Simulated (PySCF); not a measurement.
**KTe⁺ at UHF-CCSD**

Computed with UHF-CCSD; basis K def2-SVP, Te def2-SVP with ECP28; scalar-relativistic core potentials; PySCF 2.14.

```
state                          : ³Σ⁻ (triplet), unpaired electrons π ↑↑
bond length                    : 3.768 Å
harmonic wavenumber            : 81.8 cm⁻¹
force constant                 : 0.118 mdyn/Å
rotational constant Be         : 0.03962 cm⁻¹
anharmonicity ωexe             : 0.493 cm⁻¹
vibration–rotation constant αe : 0.000300 cm⁻¹
well depth De to K⁺ + Te       : 0.41 eV
dissociation energy D0         : 0.41 eV
```

Correlated steps freeze 9 core orbitals. Correlated levels converge slowly with the basis: in double zeta they bind strong bonds too weakly, by up to about 1 eV, and carry superposition errors of some tenths. Spin–orbit coupling is left out, which matters for elements this heavy, above all for dissociation energies. For an ion De counts to the pair picked by the measured ionisation energies or electron affinities, which need not be the lowest pair at this level. The state was picked by a PBE0 search and need not be the measured ground state.
